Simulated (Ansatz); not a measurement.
Reaction (redistribution): `C1[SiH2][SiH2]S1` + `NC(O)N[SiH3]` → `O[SiH]1CS[SiH2]1` + `NCN[SiH3]`

Computed with Ansatz on PBE0-D4/def2-TZVP structures; ΔE is electronic, products minus reactants. CCSD(T)/CBS adds triple-zeta CCSD(T) − MP2 to the extrapolated MP2 energy (def2 sets, frozen cores). DFT in def2-TZVPP. B3LYP here is the variant with VWN-RPA as its local correlation; programs differ in this. Each species was taken in one conformer, which may not be the lowest.

```csv
level,ΔE (kJ/mol),difference from CCSD(T)/CBS
PBE-D4,-116.3,10.6
r2SCAN-D4,-122.6,4.3
B3LYP-D4,-125.4,1.5
ωB97M-V,-122.2,4.7
B2PLYP,-127.0,-0.1
PBE,-116.3,10.6
r2SCAN,-122.5,4.4
B3LYP,-125.4,1.5
HF/def2-TZVPP,-127.0,-0.1
MP2/def2-TZVPP,-128.7,-1.8
SCS-MP2/def2-TZVPP,-127.3,-0.4
CCSD/def2-TZVPP,-122.8,4.1
HF/def2-QZVPP,-129.2,-2.3
SCS-MP2/def2-QZVPP,-131.5,-4.6
HF/CBS(def2),-129.5,-2.6
MP2/CBS(def2),-134.6,-7.7
CCSD(T)/CBS,-126.9,0
```

Largest T1 diagnostic among the species: 0.013.
